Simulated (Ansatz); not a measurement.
# Worked example: SiH2(CH3)(NH2) + SbH(CH3)(SiH3) → CH9NSi2 + SbH2(CH3)

Species: SiH2(CH3)(NH2), singlet; SbH(CH3)(SiH3), singlet; CH9NSi2 `C[SiH2]N[SiH3]`, singlet; SbH2(CH3), singlet. The partners trade H for SiH3: N–H and Sb–SiH3 bonds give way to N–SiH3 and Sb–H.

Shapes, held fixed at every level: PBE0-D4/def2-TZVP. Flexible molecules stand in one conformer, not always the lowest. Programs: Ansatz 0.2.0. Electronic energies: no zero-point or thermal term.

At CCSD(T)/def2-TZVPP; 1 Eh = 2625.50 kJ/mol:

| species | energy (Eh) |
| --- | --- |
| SiH2(CH3)(NH2) | -386.002384 |
| SbH(CH3)(SiH3) | -570.881231 |
| CH9NSi2 | -676.278543 |
| SbH2(CH3) | -280.615213 |

Question: Work out ΔE of the reaction at this level.

Answer: 
1. Products less reactants: (-676.278543) + (-280.615213) − [(-386.002384) + (-570.881231)] = -0.010141 Eh = -26.6 kJ/mol.

Other levels give -34.0 (HF/def2-SVP) to -19.4 kJ/mol (r2SCAN-D4/def2-TZVPP). No measured value is set beside it here. For atoms past krypton def2 sets carry core potentials with scalar relativity. Outer-core shells of Sb are correlated in most correlated rows, in sets that cover them unevenly.
